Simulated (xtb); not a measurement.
Mg(H)(GeH3) (GeH₄Mg), SMILES [MgH][GeH3]. All values are semi-empirical tight-binding results from xtb (GFN2-xTB unless named), good for trends rather than for accurate numbers. The structure is a stationary point at GFN2-xTB.

Optimised geometry:

```xyz
6

Mg    -1.0815    -0.2273    -1.4166
H     -1.3567    -0.2063    -3.0280
Ge     0.3555     0.0700     0.5336
H      1.5434    -0.8916     0.6190
H      1.2149     1.3242     0.3056
H      0.2008     0.2617     2.0294
```
Charge 0, spin multiplicity 1.

A frequency run showed that this geometry is not a minimum.

For metal compounds this method's bond lengths and energies can be far off.

```json
{
 "orbital_gap": "3.88 eV"
}
```

Problem. Give the atomic charges and the Wiberg bond orders between heavy atoms. (Estimate from the structure and the level; the computed values follow.)

Solution. charges (e) Mg1 0.43, H2 -0.21, Ge3 -0.01, H4 -0.07, H5 -0.08, H6 -0.05. Bond orders Mg1–Ge3 0.74.
